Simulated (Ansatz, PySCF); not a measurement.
Gas-phase reaction R1 → P1 + P2, each structure at its B3LYP-D3(BJ)/def2-TZVP stationary point, reached from a drawn start (curvature not checked).
R1: H6Mo (SMILES [MoH6]), charge 0, multiplicity 1.
P1, H4Mo (SMILES [MoH4]) (charge 0, multiplicity 3):
```xyz
5

Mo     0.0000     0.0000     0.0000
H      0.9840     0.9646     0.9839
H      0.9710    -0.9831    -0.9786
H     -0.9656     0.9904    -0.9766
H     -0.9894    -0.9719     0.9713
```
P2, H2 (SMILES [H][H]) (charge 0, multiplicity 1):
```xyz
2

H      0.000     0.000     0.372
H      0.000     0.000    -0.372
```

P less R. No zero-point or thermal terms; singlets are restricted closed shells; open shells are unrestricted; no spin–orbit coupling. The spin states of the d-block species are the ones drawn and need not be the lowest.

Correlated levels freeze the cores. CBS: X⁻³ extrapolation of the correlation energy, Hartree–Fock from the larger set.

Programs: Ansatz (Gaussian basis) for Hartree–Fock, density functionals and correlated methods; PySCF for the D3/D4 terms. No computed number here is a measurement. Elements past Kr take the def2 small-core potentials, without spin–orbit coupling.

```
level                                reaction energy (kJ/mol)
-----------------------------------  ------------------------
HF/def2-QZVPP                                          -177.3
r2SCAN-D4/def2-TZVPP                                     53.8
BHLYP/def2-TZVPP                                        -18.5
wB97X-V/def2-TZVPP                                       44.6
B2PLYP/def2-TZVPP                                        44.4
MP2/def2-QZVPP                                           97.2
SCS-MP2/def2-TZVPP                                       80.4
CCSD(T)/def2-TZVPP                                       40.8
CCSD(T)/CBS(def2-TZVPP, def2-QZVPP)                       [?]
```

Problem. What belongs in the gaps?

Solution. 
- CCSD(T)/CBS(def2-TZVPP, def2-QZVPP), reaction energy (kJ/mol): 50.7

Ansatz is a first-principles code.
